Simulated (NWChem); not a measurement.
Correlation energy of BeF2

```
Be
F 1 1.3865
F 1 1.3865 2 180.00
```
Charge 0, spin multiplicity 1.

Program: NWChem. The geometry was optimised at B3LYP/def2-SVP, a minimum by its harmonic frequencies.

Basis set: cc-pVTZ. Each correlation energy counts from its own Hartree-Fock reference.

The correlated methods keep 3 core orbitals frozen. The structure started from a generated list of species. Coupled-cluster values serve here as a point of comparison, not as the truth.

For the correlation energy, MP2 gives -555.1 mHa and SCS-MP2 gives -539.2 mHa. What do CR-CCSD[T], CR-CCSD(T), CCSD give?

CR-CCSD[T]: -566.6 mHa; CR-CCSD(T): -565.7 mHa; CCSD: -552.8 mHa.
